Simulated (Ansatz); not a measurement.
Consider the isomerisation: `FC1=NCC[SiH2]1` → `C[Si](C)(F)C#N`.

Isolated molecules relaxed with PBE0-D4/def2-TZVP in Ansatz; ΔE leaves out vibrations. CCSD(T)/CBS adds triple-zeta CCSD(T) − MP2 to the extrapolated MP2 energy (def2 sets, frozen cores). DFT in def2-TZVPP. HSE06 is defined as in plane-wave codes.

(1) Is it downhill or uphill in electronic energy at CCSD(T)/CBS, and by how much? (An estimate is asked.)

(2) What do these levels give: r2SCAN-D4, BHLYP-D4, B2PLYP, HSE06, MP2/CBS(def2), CCSD/CBS(def2)? (Estimate.)

Largest T1 diagnostic among the species: 0.013.

Answers

(1) The calculation gave: Downhill: ΔE = -325.1 kJ/mol.

(2) Computed: r2SCAN-D4 -301.0, BHLYP-D4 -317.7, B2PLYP -327.9, HSE06 -279.7, MP2/CBS(def2) -341.6, CCSD/CBS(def2) -330.3 kJ/mol.

At CCSD(T), def2-SVP lies +33.6 kJ/mol from the extrapolated value and def2-TZVPP +0.1 kJ/mol. From PBE to PBE0 (25 % exact exchange), in def2-TZVPP and without D4, ΔE moves by −6.0 kJ/mol. In def2-TZVPP, CCSD(T) changes the Hartree–Fock value by +22.5 kJ/mol (the triples alone add +5.2 kJ/mol) and MP2 by +6.0 kJ/mol.
